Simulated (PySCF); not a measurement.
A survey of ³³S NMR shifts

- NMR shieldings at PBE0/pcSseg-1/GIAO
- geometry from GFN2-xTB
- run in PySCF 2.14.0 with density-fitted response routines
- relativity neglected, one computed conformer, one averaged value for each set of equivalent atoms, no solvent

Shieldings were converted by a linear fit to measured shifts: ³³S (scatter 33.3 ppm rms vs sulfate, solution or neat liquid). A few per cent of atoms miss by over 2 rms, more outside the fitted compound classes.

Question: Give the ³³S shifts of `O=CC1=CS(=O)(=O)CC1`, `O=CC(=O)C(Cl)=C=S`.

Answer: 
| compound | environment | δ (ppm) |
| --- | --- | --- |
| O=CC1=CS(=O)(=O)CC1 | sulfone sulfur | 15 |
| O=CC(=O)C(Cl)=C=S | thione sulfur | 3 |

Question: Order these by ³³S shift, lowest first.
A. CS[Si@H](CCN)[SiH2]N
B. CO[SiH2][Si@H](N)SC
C. C=NC(=C)S(C)(=O)=O
D. O=CO[C@@H]1CC=C[S@@]1=O

Answer: A (-514 ppm, sulfur bonded to C, Si), B (-456 ppm, sulfur bonded to C, Si), C (-35 ppm, sulfone sulfur), D (54 ppm, sulfoxide sulfur).
